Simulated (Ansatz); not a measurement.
System: boron oxyfluoride, sum formula BOF, charge 0, multiplicity 1. 
Structure (B3LYP-D3(BJ)/def2-TZVP (Ansatz, an electronic-structure program) minimum search):
```xyz
3

F      0.0000     0.0000    -1.1989
B      0.0000     0.0000     0.0871
O      0.0000     0.0000     1.2943
```
Charge 0, spin multiplicity 1.

Quantity: atomisation energy (electronic, to ground-state atoms), in kcal/mol. Correlated levels leave the core frozen unless marked. UHF or UKS for open shells. No spin-orbit coupling. Non-relativistic. The coupled-cluster limit lacks core correlation, which all-electron functionals hold. CBS(X,Y): correlation extrapolated as X^-3; Hartree-Fock from the larger set.

```tsv
level	program	atomisation energy (kcal/mol)
HF/cc-pVDZ	Ansatz	241.8
SVWN5/def2-TZVPD	Ansatz	420.7
BLYP-D3(BJ)/def2-TZVPD	Ansatz + dftd3	363.6
PBE0/6-31G*	Ansatz	356.1
```

Q: Predict the CCSD(T)/CBS(aug-cc-pVTZ,aug-cc-pVQZ) result (Ansatz).

A: 357.0 kcal/mol, so PBE0/6-31G* differs from it by -0.9 kcal/mol.
